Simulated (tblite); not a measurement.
Task: Give a GFN2-xTB geometry of `C#C/C([O-])=C/C=O`. (Charge -1.)

Result: 
```
atom  x, y, z in Å
C1     2.7489    0.4182   -0.1441
C2     1.6295   -0.0136   -0.2085
C3     0.3018   -0.6183   -0.2942
O4     0.2198   -1.8447   -0.4944
C5    -0.7327    0.3157   -0.1292
C6    -2.0854   -0.0330   -0.1726
O7    -3.0629    0.7172   -0.0386
H8     3.7165    0.8283   -0.0822
H9    -0.4646    1.3522    0.0390
H10   -2.2621   -1.1173   -0.3506
```

Orientation and origin are arbitrary. Atoms count from 1 in this order. C3 (vinylic carbon bearing oxygen) is planar (angles 128.7°, 118.5° and 112.8°, sum 360.0°, 0.00 Å off the plane of its three neighbours). C5 (carbon bonded to 2 C and H) is planar (angles 122.9°, 118.9° and 118.2°, sum 360.0°, 0.00 Å off the plane of its three neighbours). Of the pairs four or more bonds apart, O4···H10 is among the closest relative to their van der Waals radii: 2.59 Å, 95 % of the sum of Bondi's values. C6 (aldehyde carbon) is planar (angles 127.5°, 118.8° and 113.7°, sum 360.0°, 0.00 Å off the plane of its three neighbours).

Bonds between heavy atoms (Å): C1≡C2 1.202, C2–C3 1.461, C3–O4 1.245, C3=C5 1.404, C5–C6 1.398, C6=O7 1.239.

Structure optimised with GFN2-xTB, isolated species.

Point group: Cs (every atom within 0.08 Å of its image). Its GFN2-xTB frequencies are all real (lowest 104 cm⁻¹). Torsions: C3–C5–C6–O7 180°.

On an AMD EPYC 7R43 with one thread, shared host, this took 0.2 s. These figures are those of the optimisation.

One conformer stands for the species.

All values are computed, not measured.
